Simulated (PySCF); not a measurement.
C3H10Si, SMILES C[SiH](C)C. Heavy atoms are numbered as in [SiH:1]([CH3:2])([CH3:3])[CH3:4]. Hydrogens are named by the atom that carries them.

The structure is a stationary point at PBE0-D3(BJ)/def2-SVP. The isomer is the one that the SMILES or the coordinates give; other isomers of the formula were not compared.

Computed with PBE/pcSseg-1 (PySCF).

GIAO shieldings, no solvent; atoms alike by connectivity are averaged. δ = σ(ref) − σ: ²⁹Si against TMS (σ = 335.4 ppm); ¹³C against TMS (σ = 182.0 ppm); ¹H against TMS (σ = 31.49 ppm), references at their B3LYP-D3(BJ)/def2-TZVP geometries, non-relativistic.

**Question.** Estimate the chemical shifts. (An estimate is asked for; the answer gives what the named calculation found.)

**Answer.** 
| nucleus | atoms | count | δ (ppm) |
|---|---|---|---|
| ²⁹Si | Si1 (SiH) | 1 | -16.6 |
| ¹³C | C2 (CH3) | 3 | -0.2 |
| ¹H | H on Si1 | 1 | 4.66 |
| ¹H | H on C2 | 9 | 0.38 |
